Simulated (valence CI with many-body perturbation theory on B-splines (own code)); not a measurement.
## E1 line list for W⁶⁰⁺

Computed by relativistic CI+MBPT: four valence electrons over a frozen Dirac-Fock core [Ne], radial functions for each j: 11 s, 11 p, 9 d, 7 f, 5 g, 2 h, 1 i, with the one-electron correlation potential Σ1, the two-electron term Σ2, the three-electron term Σ3, Breit, model QED; selected CI, second order for the rest (own B-spline code, finite nucleus).

The last digits are not significant, and no measured levels were compared; by estimate large intervals hold to a few tenths of a per cent, small ones and those within an open d or f shell to about a per cent.

Lines 101 to 150 of 231 in falling wavelength, among levels below 1273.4 eV, chosen from the strongest by gf and those to the six lowest levels. Wavelengths and rates use the calculated energies. Electric multipoles are in the length gauge, E1 and E2 with the static RPA response of the core. Weak lines are less certain than strong ones. Lines between different terms over intervals too small for the method are left out, as are lines whose strength nearly cancels. The highest levels of a list are the least certain.

Levels are named by their leading jj configuration (3d3/2^4 stands for four electrons in 3d with j = 3/2), which in mixed levels can hold well under half, so a name can repeat and another be missing. Letters in brackets count levels of one name in rising energy.

```
λ vac (Å)                           Upper                       Lower   A (s⁻¹)  S (a.u.)
    36.36          (3s^2 3p3/2 3d5/2) J=1          (3s^2 3p3/2^2) J=2  6.95e+10  4.95e-03
    35.58  (3s 3p1/2 3p3/2 3d5/2) J=3 [c]  (3s 3p1/2 3p3/2^2) J=2 [a]  1.37e+11  2.14e-02
    35.51  (3s 3p1/2 3p3/2 3d5/2) J=3 [d]      (3s 3p1/2 3p3/2^2) J=3  5.15e+10  7.97e-03
    34.64  (3s 3p1/2 3p3/2 3d5/2) J=2 [d]      (3s 3p1/2 3p3/2^2) J=3  3.89e+10  3.99e-03
    25.22  (3s 3p1/2 3p3/2 3d3/2) J=2 [a]      (3s^2 3p1/2 3d3/2) J=2  1.36e+10  5.40e-04
    24.87      (3s 3p1/2 3p3/2^2) J=2 [a]      (3s^2 3p1/2 3p3/2) J=2  1.63e+10  6.20e-04
    24.79  (3s 3p1/2 3p3/2 3d5/2) J=2 [a]      (3s^2 3p1/2 3d5/2) J=2  2.50e+11  9.38e-03
    24.72  (3s 3p1/2 3p3/2 3d3/2) J=1 [a]      (3s^2 3p1/2 3d3/2) J=2  1.84e+10  4.12e-04
    24.45  (3s 3p1/2 3p3/2 3d3/2) J=3 [a]      (3s^2 3p1/2 3d3/2) J=2  1.61e+10  8.14e-04
    24.41      (3s 3p1/2 3p3/2^2) J=2 [a]      (3s^2 3p1/2 3p3/2) J=1  5.34e+11  1.92e-02
    24.25  (3s 3p1/2 3p3/2 3d3/2) J=2 [b]      (3s^2 3p1/2 3d3/2) J=2  4.73e+10  1.66e-03
    24.06  (3s 3p1/2 3p3/2 3d3/2) J=2 [a]      (3s 3p1/2^2 3p3/2) J=1  2.70e+11  9.27e-03
    23.98          (3s 3p1/2 3p3/2^2) J=3      (3s^2 3p1/2 3p3/2) J=2  3.62e+11  1.72e-02
    23.87  (3s 3p1/2 3p3/2 3d5/2) J=3 [b]      (3s^2 3p1/2 3d5/2) J=3  2.65e+11  1.25e-02
    23.77  (3s 3p1/2 3p3/2 3d5/2) J=2 [b]      (3s^2 3p1/2 3d5/2) J=3  1.81e+11  5.98e-03
    23.72  (3s 3p1/2 3p3/2 3d3/2) J=0 [a]      (3s 3p1/2^2 3p3/2) J=1  7.46e+10  4.92e-04
    23.72  (3s 3p1/2 3p3/2 3d5/2) J=4 [b]      (3s^2 3p1/2 3d5/2) J=3  1.20e+11  7.10e-03
    23.60  (3s 3p1/2 3p3/2 3d3/2) J=1 [a]      (3s 3p1/2^2 3p3/2) J=1  2.92e+07  5.68e-07
    23.33              (3s^2 3d3/2^2) J=2      (3s^2 3p1/2 3d5/2) J=3  1.44e+11  4.50e-03
    23.20  (3s 3p1/2 3p3/2 3d5/2) J=3 [c]      (3s^2 3p1/2 3d5/2) J=3  6.39e+10  2.76e-03
    23.17  (3s 3p1/2 3p3/2 3d3/2) J=2 [b]      (3s 3p1/2^2 3p3/2) J=1  5.88e+11  1.80e-02
    23.15  (3s 3p1/2 3p3/2 3d5/2) J=3 [c]      (3s^2 3p1/2 3d5/2) J=2  1.53e+12  6.55e-02
    23.14                (3s 3p3/2^3) J=2          (3s^2 3p3/2^2) J=2  2.14e+12  6.54e-02
    23.14  (3s 3p1/2 3p3/2 3d3/2) J=1 [d]      (3s^2 3p1/2 3d3/2) J=1  6.55e+11  1.20e-02
    23.08  (3s 3p1/2 3p3/2 3d5/2) J=4 [c]      (3s^2 3p1/2 3d5/2) J=3  1.03e+12  5.60e-02
    23.05          (3s 3p1/2 3p3/2^2) J=0      (3s^2 3p1/2 3p3/2) J=1  6.82e+11  4.12e-03
    23.05  (3s 3p1/2 3p3/2 3d3/2) J=2 [c]      (3s^2 3p1/2 3d3/2) J=2  8.88e+11  2.68e-02
    23.04  (3s 3p1/2 3p3/2 3d3/2) J=2 [e]      (3s^2 3p1/2 3d3/2) J=1  1.76e+12  5.31e-02
    22.93  (3s 3p1/2 3p3/2 3d3/2) J=0 [b]      (3s^2 3p1/2 3d3/2) J=1  1.20e+12  7.15e-03
    22.92  (3s 3p1/2 3p3/2 3d5/2) J=1 [b]      (3s^2 3p1/2 3d5/2) J=2  4.95e+11  8.82e-03
    22.83  (3s 3p1/2 3p3/2 3d3/2) J=2 [a]      (3s 3p1/2^2 3p3/2) J=2  7.88e+10  2.31e-03
    22.82      (3s 3p1/2 3p3/2^2) J=2 [b]      (3s^2 3p1/2 3p3/2) J=2  1.39e+12  4.07e-02
    22.81      (3s 3p1/2 3p3/2^2) J=1 [a]      (3s^2 3p1/2 3p3/2) J=2  1.94e+10  3.41e-04
    22.78          (3s 3p1/2^2 3p3/2) J=1          (3s^2 3p1/2^2) J=0  7.36e+11  1.29e-02
    22.77  (3s 3p1/2 3p3/2 3d3/2) J=3 [b]      (3s^2 3p1/2 3d3/2) J=2  1.66e+11  6.78e-03
    22.66           (3p1/2^2 3p3/2^2) J=0      (3s 3p1/2^2 3p3/2) J=1  1.36e+12  7.81e-03
    22.58  (3s 3p1/2 3p3/2 3d3/2) J=1 [b]      (3s^2 3p1/2 3d3/2) J=2  1.50e+11  2.56e-03
    22.50  (3s 3p1/2 3p3/2 3d3/2) J=2 [d]      (3s^2 3p1/2 3d3/2) J=2  2.20e+11  6.18e-03
    22.43      (3s 3p1/2 3p3/2^2) J=2 [b]      (3s^2 3p1/2 3p3/2) J=1  2.46e+10  6.85e-04
    22.43      (3s 3p1/2 3p3/2^2) J=1 [a]      (3s^2 3p1/2 3p3/2) J=1  1.12e+12  1.87e-02
    22.42  (3s 3p1/2 3p3/2 3d3/2) J=1 [a]      (3s 3p1/2^2 3p3/2) J=2  3.55e+10  5.93e-04
    22.41  (3s 3p1/2 3p3/2 3d5/2) J=1 [c]      (3s^2 3p1/2 3d5/2) J=2  5.08e+11  8.47e-03
    22.40  (3s 3p1/2 3p3/2 3d5/2) J=3 [d]      (3s^2 3p1/2 3d5/2) J=3  1.13e+12  4.39e-02
    22.39  (3s 3p1/2 3p3/2 3d3/2) J=3 [c]      (3s^2 3p1/2 3d3/2) J=2  2.20e+12  8.53e-02
    22.36  (3s 3p1/2 3p3/2 3d5/2) J=2 [c]      (3s^2 3p1/2 3d5/2) J=3  2.76e+11  7.62e-03
    22.35  (3s 3p1/2 3p3/2 3d5/2) J=3 [d]      (3s^2 3p1/2 3d5/2) J=2  2.35e+11  9.08e-03
    22.34      (3s 3p1/2 3p3/2^2) J=1 [b]      (3s^2 3p1/2 3p3/2) J=2  2.41e+12  3.98e-02
    22.32  (3s 3p1/2 3p3/2 3d3/2) J=1 [c]      (3s^2 3p1/2 3d3/2) J=2  2.64e+12  4.35e-02
    22.31  (3s 3p1/2 3p3/2 3d5/2) J=2 [c]      (3s^2 3p1/2 3d5/2) J=2  4.46e+11  1.22e-02
    22.20  (3s 3p1/2 3p3/2 3d3/2) J=3 [a]      (3s 3p1/2^2 3p3/2) J=2  4.36e+10  1.65e-03
```
